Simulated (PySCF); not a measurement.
A structure optimised at PBE-D3(BJ)/def2-SVP, used in a PySCF frequency run:

```xyz
9

In    -0.0519    -0.0111     0.0015
F      1.8136    -0.2969    -0.6523
C     -0.5870    -1.0859     1.7915
H     -0.4877    -2.1688     1.5900
H     -1.6230    -0.8489     2.0953
H      0.1196    -0.7947     2.5915
N     -0.8551     1.4986    -1.1297
H     -1.8719     1.4630    -1.2685
H     -0.4080     1.5904    -2.0504
```

Problem. Write its SMILES and formula.

Solution. [CH3][In]([NH2])[F], CH5FInN

Problem. What are its rotational constants (standard atomic weights)?

Solution. 5.2152, 3.8565, 2.2601 GHz
